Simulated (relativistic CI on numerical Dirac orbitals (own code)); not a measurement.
## Os⁷²⁺: sensitivity of the levels to the model

Base calculation: Dirac-Coulomb-Breit CI, orbitals from a KLI potential per configuration, model QED (radiative potential, 1s self-energy scaled to tabulated hydrogen-like ionisation energies), unscaled Slater integrals.

Configuration list (outside the closed core 1s2): 2s², 2s2p, 2p², 2p3s, 2p3p, 2s3s, 2s3p, 2s3d, 2s4s, 2s4p, 2s4d, 2s4f, 3s², 3s3p, 3p². Levels of other configurations are missing.

Variants: (1) QED terms removed; (2) non-relativistic limit. Shifts of the energy above 2s² ¹S0, in eV, for the lowest level and the first level of each name with at least 55 % of one term (blank where a level changes its place among those of its configuration and J or its character, or is not in the variant):

```tsv
Level	Base	Δ(1)	Δ(2)
2s² ¹S0	0.0	0.0	0.0
2s2p ³P°0	181.4	+19.9	-51.4
2s2p ³P°1	216.3	+19.9	-86.4
2p² ³P0	509.2	+40.0	-174.5
2s2p ³P°2	1853.8	+18.5	-1723.9
2s2p ¹P°1	1948.2	+18.5	-1698.6
2p² ³P1	2136.0	+39.1	-1801.3
2p² ¹D2	2154.3	+39.1	
2p² ³P2	3821.9	+37.7	
2p² ¹S0	3893.2	+37.6	-3428.4
2s3s ³S1	11687.7	+15.7	-1325.2
2s3s ¹S0	11723.7	+15.9	-1335.3
2s3p ³P°0	11772.5	+21.7	-1344.5
2s3p ³P°1	11772.5	+21.8
```

At this charge energies of transitions that change n are usually good to better than 1 %, and those within a shell (Δn = 0) to a few per cent.

Ionisation energy from the two ground configurations alone: base 20568.6 eV; QED terms removed 20591.6 eV. The NIST ASD value (theoretical) is 20570 eV.

LS names give the leading component of a level, which can be under half, so a name can repeat, a term be missing and a line seem to break the LS rules.
